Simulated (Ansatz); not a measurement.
```yaml
crystal:
  periodic: [false, false, false]
  atoms:
    - {symbol: C, position_ang: [-1.248187, 0.433724, -1.104270]}
    - {symbol: Si, position_ang: [0.276148, 0.125816, -0.056552]}
    - {symbol: C, position_ang: [0.118349, -1.433464, 0.938191]}
    - {symbol: N, position_ang: [0.371335, 1.409412, 1.046828]}
    - {symbol: O, position_ang: [1.634503, 0.145115, -0.976813]}
    - {symbol: H, position_ang: [-2.119669, 0.385861, -0.423245]}
    - {symbol: H, position_ang: [-1.161715, 1.374967, -1.587483]}
    - {symbol: H, position_ang: [-1.328271, -0.313109, -1.822714]}
    - {symbol: H, position_ang: [0.086647, -2.306916, 0.261912]}
    - {symbol: H, position_ang: [-0.770270, -1.485797, 1.509425]}
    - {symbol: H, position_ang: [0.980521, -1.580204, 1.497059]}
    - {symbol: H, position_ang: [1.095357, 1.383104, 1.810651]}
    - {symbol: H, position_ang: [0.350284, 2.390496, 0.748508]}
    - {symbol: H, position_ang: [1.644552, -0.576664, -1.707589]}
basis:
  gaussian: {orbitals: aug-cc-pVTZ}
total_charge: -1
magnetization: {spin_polarized: true, initial_magnetization: 1}
hamiltonian: {xc: {name: M06-2X}, dispersion: d3bjatm}
```

```sh
$ ansatz run in.yaml --threads 4 --pin off --events-out ev --progress --plain --max-ram 10444MiB
```

Shortened log:

```
Error: YAML parse error: error: line 22 column 19: hamiltonian.xc: no functional is named "M06-2X"; the names, which are not case-sensitive, are SVWN5, SPW92, PBE, PBE0, PBEsol, revPBE, revPBE0, RPBE, rPW86-PBE, HSE06, wPBEh, LC-wPBE, HISS, HF, BLYP, B3LYP, B3LYP5, BHLYP, CAM-B3LYP, r2SCAN, r2SCANh, r2SCAN0, r2SCAN50, m-r2SCAN, B97, wB97, wB97X, wB97X-V, B97M-V, wB97M-V, B2PLYP, B2GP-PLYP, PBE0-DH, PBE-QIDH
20 | total_charge: -1
21 | magnetization: {spin_polarized: true, initial_magnetization: 1}
22 | hamiltonian: {xc: {name: M06-2X}, dispersion: d3bjatm}
```

In this input the method's name isn't one that the program takes here. The input was rejected before any iteration.
